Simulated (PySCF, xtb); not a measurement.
Zr(Cl)3(SH) (Cl₃HSZr), SMILES [Cl][Zr]([SH])([Cl])[Cl], multiplicity 1. One conformer was computed; it need not be the lowest.

Harmonic wavenumbers (cm⁻¹) from GFN2-xTB (xtb) at its own minimum, in rising order: 13, 61, 71, 79, 82, 97, 301, 369, 394, 396, 477, 2326.

Problem. What does B3LYP-D3(BJ)/def2-SVP in PySCF give at its own minimum? (An estimate is asked for; the answer gives what the named calculation found.)

Solution. 74, 89, 101, 105, 105, 145, 358, 392, 419, 424, 490, 2634. Paired by order, the mean absolute difference is 56 cm⁻¹ and the zero-point energies are 6.7 and 7.6 kcal/mol.
